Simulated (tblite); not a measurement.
Species: C₆H₁₃NP (charge -1).
Atom-mapped SMILES: `[CH3:1]/[CH:2]=[CH:3]/[P-:4][N:5]([CH3:6])[CH2:7][CH3:8]` (hydrogens: H9, H10, H11 on C1; H12 on C2; H13 on C3; H14, H15, H16 on C6; H17, H18 on C7; H19, H20, H21 on C8)

A start from a force field or distance geometry was refined with GFN2-xTB geometry optimisation, gas phase in tblite 0.8.0. Values at the start:

```json
{"coordinate": "C1–C2", "start": "1.509 Å"}
{"coordinate": "C1–H9", "start": "1.106 Å"}
{"coordinate": "C2=C3", "start": "1.302 Å"}
{"coordinate": "C2–H12", "start": "1.088 Å"}
{"coordinate": "C3–P4", "start": "1.809 Å"}
{"coordinate": "C3–H13", "start": "1.106 Å"}
{"coordinate": "P4–N5", "start": "1.744 Å"}
{"coordinate": "N5–C6", "start": "1.425 Å"}
{"coordinate": "N5–C7", "start": "1.420 Å"}
{"coordinate": "C6–H14", "start": "1.132 Å"}
{"coordinate": "C6–H16", "start": "1.150 Å"}
{"coordinate": "C7–C8", "start": "1.500 Å"}
{"coordinate": "C7–H17", "start": "1.137 Å"}
{"coordinate": "C7–H18", "start": "1.145 Å"}
{"coordinate": "C8–H19", "start": "1.130 Å"}
{"coordinate": "C1–C2–C3", "start": "117.9°"}
{"coordinate": "C2–C3–P4", "start": "120.4°"}
{"coordinate": "C3–P4–N5", "start": "106.2°"}
{"coordinate": "P4–N5–C6", "start": "111.9°"}
{"coordinate": "P4–N5–C7", "start": "115.6°"}
{"coordinate": "N5–C7–C8", "start": "109.8°"}
{"coordinate": "C6–N5–C7", "start": "112.1°"}
```

Question: How do these coordinates change at the GFN2-xTB level?

Answer: 
```json
{"coordinate": "C6–H16", "GFN2-xTB (Å or °)": "1.089", "change": "-0.061"}
{"coordinate": "C7–H18", "GFN2-xTB (Å or °)": "1.094", "change": "-0.051"}
{"coordinate": "C3–P4", "GFN2-xTB (Å or °)": "1.765", "change": "-0.044"}
{"coordinate": "C2=C3", "GFN2-xTB (Å or °)": "1.345", "change": "+0.043"}
{"coordinate": "C8–H19", "GFN2-xTB (Å or °)": "1.088", "change": "-0.042"}
{"coordinate": "P4–N5", "GFN2-xTB (Å or °)": "1.782", "change": "+0.038"}
{"coordinate": "C7–C8", "GFN2-xTB (Å or °)": "1.534", "change": "+0.034"}
{"coordinate": "C7–H17", "GFN2-xTB (Å or °)": "1.104", "change": "-0.033"}
{"coordinate": "C6–H14", "GFN2-xTB (Å or °)": "1.100", "change": "-0.032"}
{"coordinate": "N5–C7", "GFN2-xTB (Å or °)": "1.440", "change": "+0.020"}
{"coordinate": "C3–H13", "GFN2-xTB (Å or °)": "1.088", "change": "-0.018"}
{"coordinate": "N5–C6", "GFN2-xTB (Å or °)": "1.441", "change": "+0.016"}
{"coordinate": "C1–H9", "GFN2-xTB (Å or °)": "1.097", "change": "-0.009"}
{"coordinate": "C1–C2", "GFN2-xTB (Å or °)": "1.500", "change": "-0.009"}
{"coordinate": "C2–H12", "GFN2-xTB (Å or °)": "1.083", "change": "-0.005"}
{"coordinate": "C3–P4–N5", "GFN2-xTB (Å or °)": "95.3", "change": "-10.9"}
{"coordinate": "C2–C3–P4", "GFN2-xTB (Å or °)": "127.5", "change": "+7.1"}
{"coordinate": "N5–C7–C8", "GFN2-xTB (Å or °)": "116.1", "change": "+6.3"}
{"coordinate": "C1–C2–C3", "GFN2-xTB (Å or °)": "123.7", "change": "+5.8"}
{"coordinate": "P4–N5–C6", "GFN2-xTB (Å or °)": "115.4", "change": "+3.5"}
{"coordinate": "C6–N5–C7", "GFN2-xTB (Å or °)": "113.6", "change": "+1.5"}
{"coordinate": "P4–N5–C7", "GFN2-xTB (Å or °)": "115.1", "change": "-0.5"}
```

The energy falls by 109.4 kJ/mol over 167 L-BFGS steps, the largest force on an atom goes from 3.28 to 0.009 eV/Å, and the atoms move by 1.165 Å rms after alignment. The bond that changes most is C6–H16 (N-methyl carbon to methyl hydrogen), which shortens by 0.061 Å. Bonds longer at the end by more than 0.005 Å: 6 of 20; shorter: 12. Among the dihedrals that turn most is P4–N5–C6–H14, from 45° to 166°. Rotational constants go from 4532, 740.1, 683.4 to 3871, 725.1, 700.2 MHz.

The run took 1.4 s of wall time on one thread, Arm Neoverse V1 (aarch64) (shared host).

Its lowest GFN2-xTB frequency is 13 cm⁻¹, too small to tell a flat minimum from a shallow saddle. 3 starts were optimised and ended at 0.00, 0.46 and 1.59 kcal/mol (GFN2-xTB); the lowest of these is shown.

One conformer stands for the species.

The numbers are calculated, not measured.
